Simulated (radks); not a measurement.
Charge is removed step by step from the 1s up level of H, starting from 1s(up 1, down 0). All-electron calculation, non-relativistic Kohn-Sham, PBE, spin-polarised, spherical densities, point nucleus. Program: a radial shooting solver on a logarithmic mesh with Libxc functionals.

\begin{tabular}{lrr}
removed (e) & E - E(0) (eV) & eigenvalue (eV) \\ \hline
0 & 0.000 & -7.594 \\
0.1 & 0.820 & -8.808 \\
0.2 & 1.763 & -10.055 \\
0.3 & 2.832 & -11.328 \\
0.4 & 4.029 & -12.614 \\
0.5 & 5.354 & -13.896 \\
0.6 & 6.807 & -15.150 \\
0.7 & 8.382 & -16.332 \\
0.8 & 10.068 & -17.358 \\
0.9 & 11.841 & -18.002 \\
\end{tabular}

The mean slope of the eigenvalue, de/dn, is 11.6 eV per electron.
